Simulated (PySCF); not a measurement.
# Working out the ionisation energy of B⁺

B⁺ [He] 2s2 (1S) → B²⁺ [He] 2s1 (2S). All numbers are calculated (PySCF 2.14, no relativity, point nucleus, in aug-cc-pwCVTZ). Frozen: nothing. Energies in hartree (1 hartree = 27.21139 eV):

```csv
part,B⁺ (lower),B²⁺ (upper)
UHF,-24.236876,-23.375393
MP2 opposite-spin,-0.075529,-0.037131
MP2 same-spin,-0.001862,-0.001081
```

Q: What does Hartree-Fock give?

A: (-23.375393) − (-24.236876) = 0.861483 hartree = 23.442 eV.

Q: What do MP2 and SCS-MP2 (6/5 opposite-spin, 1/3 same-spin) give?

A: The opposite-spin parts differ by 1.045 eV and the same-spin parts by 0.021 eV. MP2: 23.442 + (1.045) + (0.021) = 24.508 eV. SCS-MP2: 23.442 + 1.2 × (1.045) + (0.021)/3 = 24.703 eV.

Measured between the centres of the two terms (NIST): 25.155 eV, so MP2 (valence and next inner shell) is off by -0.647 eV.

What remains against the reference includes basis incompleteness and correlation beyond second order.
